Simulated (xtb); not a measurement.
C2H9FSi2, SMILES C(C)[SiH2][SiH2]F. All values are semi-empirical tight-binding results from xtb (GFN2-xTB unless named), good for trends rather than for accurate numbers. The structure is a stationary point at GFN2-xTB. This is a generated structure with no PubChem entry under its InChIKey; it may be hypothetical. Other conformers were not sampled.

Optimised geometry:

```xyz
14

C     -3.0914    -0.1393     0.1102
C     -1.6523    -0.6105    -0.0632
Si    -0.3899     0.8204    -0.0397
Si     1.7596     0.0612    -0.3803
F      2.1252    -0.9951     0.7893
H     -3.3675     0.5471    -0.6871
H     -3.2138     0.3794     1.0584
H     -3.7833    -0.9801     0.0909
H     -1.4140    -1.3248     0.7281
H     -1.5701    -1.1591    -1.0045
H     -0.5586     1.5422     1.2326
H     -0.7639     1.7719    -1.0996
H      2.8167     1.0576    -0.2379
H      2.0151    -0.7224    -1.5872
```

Task: Estimate the properties. (The exact figures need the calculation; the answer reports its results.)

Result: 
The orbital gap comes out as 4.41 eV, the dipole moment is 1.73 D and the zero-point energy comes out as 62.8 kcal/mol. The G − E(el) at 298.15 K (modified RRHO) is 41.0 kcal/mol and the static polarisability (D4 model) is 84.3 bohr³. The solvation energy, GFN2-xTB/ALPB(water) is -0.7 kcal/mol. The solvation energy, GFN2-xTB/ALPB(benzene) is -3.2 kcal/mol.

Task: Give the atomic charges and the Wiberg bond orders between heavy atoms. (An estimate is asked for; the answer gives what the named calculation found.)

Result: charges (e) C1 -0.10, C2 -0.15, Si3 0.38, Si4 0.45, F5 -0.30, H6 0.02, H7 0.03, H8 0.03, H9 0.02, H10 0.02, H11 -0.09, H12 -0.12, H13 -0.10, H14 -0.09. Bond orders C1–C2 1.03, C2–Si3 0.90, Si3–Si4 0.82, Si4–F5 1.09.
